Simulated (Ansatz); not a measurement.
Isolated molecules relaxed with PBE0-D4/def2-TZVP in Ansatz; ΔE leaves out vibrations. CBS: MP2 limit from def2 TZ/QZ plus the TZ coupled-cluster correction, frozen cores. This one scheme is used for every species, atoms too. Functionals use def2-TZVPP. HSE06 is defined as in plane-wave codes. Open shells (•) are unrestricted, without spin–orbit coupling. Spin–orbit coupling would lower the free atoms: a little for B, S. Each species was taken in one conformer, which may not be the lowest.

Reaction (atomization): `SB(S)S` → B• + 3 H• + 3 S•

Q: What is ΔE at CCSD(T)/CBS? (Best estimate.)

A: The calculation gave: +544.1 kcal/mol.

Q: What do these levels give: HSE06-D4, PBE0, CCSD/def2-TZVPP, CCSD(T)/def2-TZVPP, SCS-MP2/def2-QZVPP, MP2/CBS(def2)? (Estimate.)

A: Computed: HSE06-D4 551.6, PBE0 546.9, CCSD/def2-TZVPP 515.5, CCSD(T)/def2-TZVPP 527.2, SCS-MP2/def2-QZVPP 543.9, MP2/CBS(def2) 556.1 kcal/mol.

Largest T1 diagnostic among the species: 0.014.

At CCSD(T), def2-SVP lies −36.9 kcal/mol from the extrapolated value and def2-TZVPP −16.9 kcal/mol: correlation converges slowly with the basis, and small sets miss more of it in the bonded molecule than in its fragments. From r2SCAN to r2SCAN0 (25 % exact exchange), in def2-TZVPP and without D4, ΔE moves by −10.2 kcal/mol: exact exchange takes away binding that semilocal exchange gives to molecules. The D4 term adds +8.4 kcal/mol with B3LYP and +4.3 kcal/mol with PBE0; it sums over pairs of atoms, weighted by their polarisabilities, and B3LYP, whose exchange is more repulsive, gets the larger term.

B3LYP here is the variant with VWN-RPA as its local correlation; programs differ in this.

For atomizations the MP2-based limit and the directly extrapolated one differ by several kJ/mol either way, and by 10 to 25 for some Ge, Se and Sn compounds, so smaller differences from it don't rank the levels.
